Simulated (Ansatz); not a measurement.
`CC(F)=C=C[SiH3]` at its PBE0-D4/def2-TZVP geometry, where that method's forces vanish. The species carries charge 0 and has multiplicity 1.

```xyz
13

C     1.8037   -0.0726   -1.5983
C     1.3075   -0.5817   -0.2983
F     2.2960   -1.0162    0.5175
C     0.0679   -0.6525    0.1009
C    -1.1744   -0.6572    0.4904
Si   -1.9245    0.7969    1.3914
H     0.9734    0.2659   -2.2166
H     2.3465   -0.8579   -2.1322
H     2.4914    0.7630   -1.4393
H    -1.7876   -1.5374    0.2902
H    -0.9020    1.8623    1.5293
H    -3.0944    1.3139    0.6308
H    -2.4036    0.3732    2.7342
```

(1) What forces (eV/Å) does B3LYP-D4/def2-TZVPP give on these atoms in the Gaussian-basis code of Ansatz? (Estimate.)

Answers

(1) Ansatz gave: 
```
C1   0.075  0.072 -0.169
C2  -0.409  0.083 -0.123
F3   0.343 -0.144  0.278
C4   0.026 -0.042 -0.017
C5  -0.017 -0.067 -0.021
Si6 -0.082  0.109  0.077
H7   0.053 -0.013  0.018
H8  -0.018  0.044  0.008
H9  -0.024 -0.033 -0.027
H10  0.026  0.050  0.012
H11 -0.072 -0.067 -0.006
H12  0.072 -0.026  0.051
H13  0.028  0.033 -0.081
```

B3LYP here is the variant with VWN-RPA as its local correlation; programs differ in this.
